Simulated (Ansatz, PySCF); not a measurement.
In(Me)2(NHMe) (C3H10InN), SMILES C[NH][In]([CH3])[CH3]. Atoms are numbered in the order given.

```xyz
15

In     0.0743     0.3763     0.1014
C      1.7923     1.6467    -0.2463
H      2.4951     1.1538    -0.9340
H      2.3118     1.8593     0.7005
H      1.4790     2.6059    -0.6858
C     -1.7116     0.6138     1.3012
H     -2.3673    -0.2626     1.1945
H     -2.2653     1.5121     0.9886
H     -1.4445     0.7298     2.3627
N      0.1714    -1.3969    -0.9106
C     -0.7771    -2.4841    -0.9263
H      0.9822    -1.5832    -1.4964
H     -0.3574    -3.4396    -0.5480
H     -1.1874    -2.6952    -1.9359
H     -1.6407    -2.2465    -0.2824
```
Charge 0, spin multiplicity 1.

Coordinates come from a r2SCAN-D4/def2-SVP optimisation. The def2 effective core potentials stand for the cores of In; spin–orbit coupling is left out. The values are those of a single conformer.

Two levels are set side by side: PBE-D3(BJ)/def2-SVP (Ansatz, an electronic-structure program) and r2SCAN-D4/def2-SVP (Ansatz). Each level has its own optimised geometry; the coordinates shown are those of the second. Frequencies come from the Hessian of PySCF at each geometry. Differences are taken from unrounded values.

| quantity | r2SCAN-D4 | PBE-D3(BJ) | PBE-D3(BJ) minus r2SCAN-D4 |
|---|---|---|---|
| mean bond length (Å) | 1.340 | 1.348 | 0.008 |
| bond In1–C2 (Å) | 2.165 | 2.178 | 0.013 |
| bond In1–C6 (Å) | 2.165 | 2.178 | 0.013 |
| bond In1–N10 (Å) | 2.044 | 2.060 | 0.016 |
| bond N10–C11 (Å) | 1.443 | 1.445 | 0.002 |
| bond C2–H3 (Å) | 1.100 | 1.107 | 0.007 |
| bond C2–H4 (Å) | 1.101 | 1.108 | 0.007 |
| bond C2–H5 (Å) | 1.101 | 1.108 | 0.007 |
| bond C6–H7 (Å) | 1.100 | 1.107 | 0.007 |
| bond C6–H8 (Å) | 1.101 | 1.107 | 0.007 |
| bond C6–H9 (Å) | 1.101 | 1.107 | 0.007 |
| bond N10–H12 (Å) | 1.018 | 1.024 | 0.007 |
| bond C11–H13 (Å) | 1.110 | 1.118 | 0.008 |
| bond C11–H14 (Å) | 1.110 | 1.118 | 0.008 |
| bond C11–H15 (Å) | 1.103 | 1.111 | 0.008 |
| highest harmonic wavenumber (cm⁻¹) | 3569 | 3490 | -79 |
| mean harmonic wavenumber (cm⁻¹) | 1387 | 1354 | -33 |
| zero-point energy (kcal/mol) | 77.33 | 75.48 | -1.85 |
